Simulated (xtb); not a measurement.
C5H15NSi, triplet, at the geometry of the source list (a higher spin typed on purpose: for a closed-shell molecule this is an excited state). Base run: GFN2-xTB in xtb 6.7.1.

xtb was given this input:
```
$ xtb mol.xyz --gfn 2 --uhf 2 --json

# file mol.xyz
22

C      1.68640000    -1.00640000     1.03190000
N      1.10130000    -0.02330000     0.15280000
C      1.98740000     0.30410000    -0.93770000
Si    -0.61860000     0.15070000     0.00570000
C     -1.48060000    -1.21120000    -1.03210000
C     -1.34850000     0.12260000     1.76380000
C     -0.95480000     1.83660000    -0.81230000
H      1.03260000    -1.17920000     1.88110000
H      1.85910000    -1.96190000     0.52120000
H      2.64930000    -0.64160000     1.40030000
H      2.18070000    -0.56190000    -1.58300000
H      1.55550000     1.09710000    -1.54010000
H      2.94580000     0.64940000    -0.54000000
H     -1.32040000    -2.19700000    -0.60320000
H     -2.55370000    -1.05490000    -1.09220000
H     -1.09930000    -1.23460000    -2.04980000
H     -0.80210000     0.77660000     2.43580000
H     -1.33980000    -0.87590000     2.19070000
H     -2.38110000     0.45520000     1.74940000
H     -2.00370000     2.09850000    -0.72040000
H     -0.71890000     1.82740000    -1.87220000
H     -0.37640000     2.62980000    -0.34950000
```

Variants of this job, named by their change:

```tsv
change	ΔE vs base (kcal/mol)	dipole (D)	G_solv (kcal/mol)	SCF cycles
base	0.000	3.88	-	19
alpb = cs2	-6.30	4.29	-6.40	21
etemp = 10000	-69.1	1.84	-	12
alpb = ether	-6.54	4.46	-6.78	20
file = coord	0.000	3.88	-	19
acc = 0.0001	0.000	3.88	-	30
```

ALPB and GBSA are two models with their own fitted parameters for each solvent, which aren't always the measured dielectric constant.
